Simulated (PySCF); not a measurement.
BF2, SMILES F[B+]F, charge +1. The structure is a stationary point at PBE-D3(BJ)/def2-TZVP.

TDDFT-PBE/def2-TZVPD (PySCF) puts the lowest singlet excitations at 11.04, 11.04, 11.13, 11.31, 11.31, 12.53 eV and the lowest triplet (TDA) at 10.41 eV.

Problem. What are the lowest singlet roots from EOM-CCSD/aug-cc-pVDZ in PySCF? (The exact figures need the calculation; the answer reports its results.)

Solution. 12.28, 12.28, 12.55, 12.55, 12.58, 14.16 eV; triplets 11.78, 11.90, 11.90 eV. S1 differs by 1.24 eV (second minus first; roots are paired by order, and the bases may differ).
